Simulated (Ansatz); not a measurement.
SnTe2⁻. The state is a quartet with charge -1. Geometry PBE-D4/def2-SVPD.

```xyz
3

Sn    0.369    1.003    1.210
Te   -1.578   -0.875    0.129
Te    1.209   -0.128   -1.339
```

In the def2 sets Sn, Te take a core potential; there is no spin–orbit coupling. LC-ωPBE has ω = 0.4 bohr⁻¹. At PBE-D4/def2-TZVPD, r2SCAN-D4/def2-TZVPD, B97M-V/def2-TZVPD the highest occupied level of the charge -1 quartet lies above zero (up to 0.62 eV). It is a level of α spin, whose loss leaves a triplet; that state wasn't run at this geometry and level. The electron is either unbound and held by the finite basis, or the level is raised by self-interaction error. At PBE0-D4/def2-TZVPD a doublet of charge -1 lies 1.31 eV below the quartet, each at its own geometry. The structure comes from a short search, and lower isomers may exist.

Question: Estimate the α-spin orbital energies around the gap (eV) in Ansatz with PBE-D4/def2-TZVPD, r2SCAN-D4/def2-TZVPD, B97M-V/def2-TZVPD, PBE0-D4/def2-TZVPD, LC-ωPBE/def2-TZVPD.

Answer: 
```csv
orbital,PBE-D4/def2-TZVPD,r2SCAN-D4/def2-TZVPD,B97M-V/def2-TZVPD,PBE0-D4/def2-TZVPD,LC-ωPBE/def2-TZVPD
HOMO−9,-11.31,-11.95,-11.75,-13.22,-16.92
HOMO−8,-10.24,-10.82,-10.63,-12.03,-15.26
HOMO−7,-6.33,-6.69,-6.36,-7.67,-10.84
HOMO−6,-2.87,-3.16,-3.10,-4.01,-6.66
HOMO−5,-2.29,-2.63,-2.59,-3.43,-6.37
HOMO−4,-1.93,-2.14,-2.10,-2.83,-5.19
HOMO−3,-1.68,-1.87,-1.84,-2.56,-4.59
HOMO−2,-1.33,-1.64,-1.63,-2.37,-4.50
HOMO−1,-0.09,-0.34,-0.33,-1.00,-3.21
HOMO,0.62,0.36,0.53,-0.22,-2.51
LUMO,1.89,2.09,1.95,2.44,3.44
LUMO+1,2.10,2.41,2.14,2.60,3.58
LUMO+2,2.51,3.03,2.46,2.89,4.00
LUMO+3,2.74,3.24,2.74,3.11,4.09
LUMO+4,3.00,3.57,2.93,3.35,4.13
LUMO+5,3.20,3.75,3.17,3.53,4.41
β HOMO,-1.31,-1.49,-1.35,-2.00,-3.86
β LUMO,-0.42,-0.33,-0.23,0.21,2.20
```
